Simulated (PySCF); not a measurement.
## Simulated characterisation data

No solvent, non-relativistic, one computed conformer, fast rotation and ring inversion assumed for equivalent nuclei. Geometry from GFN2-xTB; shieldings: GIAO PBE0/pcSseg-1; PySCF 2.14.

References, each an isolated molecule treated in the same way: 1H and 13C vs TMS. Splittings of carbon signals by F and P are missing where no couplings were computed. Where no couplings were computed, multiplicities follow the n + 1 count of equivalent neighbours, and m marks all less simple cases (inequivalent or close neighbours, rings, F or P nearby). Shifts are as computed. Against solution values, carbons near 30 ppm lie about +3 ppm off and those near 130 ppm about +5 ppm. Of 1211 compounds with measured shifts, 218 miss one by over three times the rms of a fit or turn the order of signals round; such compounds aren't used in these exercises.

**1.** `Cc1ccc(P=C=O)cc1`, C₈H₇OP. 1H NMR (600 MHz, computed): δ 7.49 (m, 2H), 7.39 (m, 2H), 2.45 (s, 3H). 13C{1H} NMR (computed): δ 232.1 (C), 143.1 (C), 138.5 (CH), 135.7 (CH), 123.9 (C), 23.9 (CH3).

**2.** `COC(=O)/C=C\OC(C)=O`, C₆H₈O₄. 1H NMR (600 MHz, computed): δ 8.05 (d, 1H), 5.50 (d, 1H), 3.87 (s, 3H), 2.34 (s, 3H). 13C{1H} NMR (computed): δ 173.5, 170.5, 152.9, 108.0, 53.2, 23.0.
